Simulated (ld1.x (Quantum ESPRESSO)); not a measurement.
**Varying the TM potential for Ba**

Base potential:

* Element: barium (Ba)
* Generator: ld1.x (Quantum ESPRESSO) 7.5
* Type: norm-conserving Troullier–Martins (Kleinman–Bylander form)
* Functional: LDA (PZ)
* Relativity: fully relativistic
* Frozen core: [Xe]
* Valence charge: 2
* Reference configuration: 5d0 6s1.5 6p0.5
* Partial waves: 6p (bound): rc 3.45 bohr; 5d (bound, empty): rc 0.75 bohr; 6s (bound): rc 3.75 bohr
* Local potential: the s channel
* Core correction: none

Open shells are filled in proportion to 2j + 1 (rel_dist='average').

Cutoffs, loose and tight: the cutoffs (Ry, on a coarse ladder) from which the occupation-weighted sum of valence levels, in a spherical-Bessel basis at the reference potential, stays within 10 and 1 mRy of its value at 400 Ry. They do not see the model core or the augmentation charge, which bear on the density cutoff. Test errors are all-electron minus pseudo excitation energies from the reference, over the configurations 5d0 6s2 6p0; 5d0 6s1 6p0; 5d0 6s1.5 6p0; 5d0 6s1 6p1; 5d1 6s1 6p0; 5d0 6s0 6p2; 5d0 6s0 6p1. A dash means not determined; rows that change the core or the reference have their own tests. The largest error is taken over the tests solved by every variant that gives reliable tests at all: 5d0 6s0 6p1; 5d0 6s0 6p2; 5d0 6s1 6p0; 5d0 6s1 6p1; 5d0 6s1.5 6p0; 5d0 6s2 6p0.

For the base: The cutoffs count occupied waves only; the empty 5d level needs 100 Ry at the loose tolerance.

A true bound ghost makes a file unfit for plane-wave use even where its test errors are small: the radial tests pick states by their node count and pass the ghost by. Where a test does run into it, the solver fails or the error is huge.

Cutoffs are not given where the Bessel-basis levels miss the radial ones by over 6 mRy, ghosts where they miss by over 20 mRy; a channel whose overlap is not positive is not tested.

For the base: The 5d radius (0.75 bohr) lies inside the outermost node of the all-electron wave (1.00 bohr), which a nodeless pseudo-wave cannot match soundly.

```tsv
change	outcome	cutoff, loose	cutoff, tight	bound ghosts	largest test error (meV)
base	generated	8 Ry	15 Ry	p1/2, p3/2	+145
core [Kr] 4d10, valence charge 10; reference 5s2 5p6 5d0 6s1.5 6p0; waves now 5s (bound): rc 1.55 bohr; 5d (bound): rc 3.30 bohr; 5p (bound): rc 2.45 bohr; local potential the p channel; core correction a·sin(br)/r model core inside 0.95 bohr	failed: run_pseudo: Errors in PS-KS equation	–	–	–	–
type TM semilocal; scalar-relativistic; local potential the d channel	generated	–	–	not determined	+317
local potential the d channel	generated	8 Ry	12 Ry	s, p1/2, p3/2, d3/2 (extra level of the local part), d5/2 (extra level of the local part)	+132
wave 6p (bound): rc 3.45 bohr becomes 6p (bound): rc 4.46 bohr	generated	6 Ry	6 Ry	none	+111
functional revPBE	generated	8 Ry	15 Ry	p1/2, p3/2	+140
wave 6s (bound): rc 3.75 bohr becomes 6s (bound): rc 5.10 bohr	generated	8 Ry	15 Ry	p1/2, p3/2	+125
wave 5d (bound): rc 0.75 bohr becomes 5d (bound): rc 0.98 bohr	generated	8 Ry	15 Ry	p1/2, p3/2	+145
all radii scaled by about 1.21 (s 4.52, p 4.16, d 0.90 bohr)	generated	6 Ry	6 Ry	none	+111
non-relativistic	generated	8 Ry	15 Ry	p	+120
```

Q: What comes out with this change to the base: core correction a·sin(br)/r model core inside 0.84 bohr?

A: outcome: generated; cutoff, loose: 8 Ry; cutoff, tight: 15 Ry; bound ghosts: p1/2, p3/2; largest test error (meV): -7.5.
